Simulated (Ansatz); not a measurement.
[II2]- (I3⁻). The state is a singlet with charge -1. Geometry PBE-D4/def2-SVPD.

Cartesian coordinates in Å:
```
I 0.000 0.000 0.000
I 2.042 1.412 -1.679
I -2.042 -1.412 1.679
```

In the def2 sets I takes a core potential; there is no spin–orbit coupling.

(1) Estimate the orbital energies around the gap (eV) in Ansatz with PBE-D4/def2-SVPD, r2SCAN-D4/def2-TZVPD, B97M-V/def2-TZVPD, PBE0-D4/def2-TZVPD, BHLYP-D4/def2-TZVPD.

Results:

(1) 
```
orbital  PBE-D4/def2-SVPD  r2SCAN-D4/def2-TZVPD  B97M-V/def2-TZVPD  PBE0-D4/def2-TZVPD  BHLYP-D4/def2-TZVPD
 HOMO−5             -3.20                 -3.51              -3.52               -4.45                -5.54
 HOMO−4             -2.60                 -2.70              -2.64               -3.49                -4.42
 HOMO−3             -2.40                 -2.66              -2.64               -3.49                -4.42
 HOMO−2             -2.40                 -2.66              -2.59               -3.26                -3.87
 HOMO−1             -1.80                 -2.06              -2.08               -2.89                -3.81
   HOMO             -1.80                 -2.06              -2.08               -2.89                -3.81
   LUMO              0.07                  0.17               0.32                0.69                 1.36
 LUMO+1              2.83                  3.08               2.59                2.92                 3.15
 LUMO+2              3.16                  3.43               2.96                3.28                 3.46
 LUMO+3              3.46                  3.67               3.10                3.44                 3.63
 LUMO+4              3.78                  3.67               3.10                3.44                 3.63
 LUMO+5              3.78                  3.82               3.20                3.69                 3.91
```
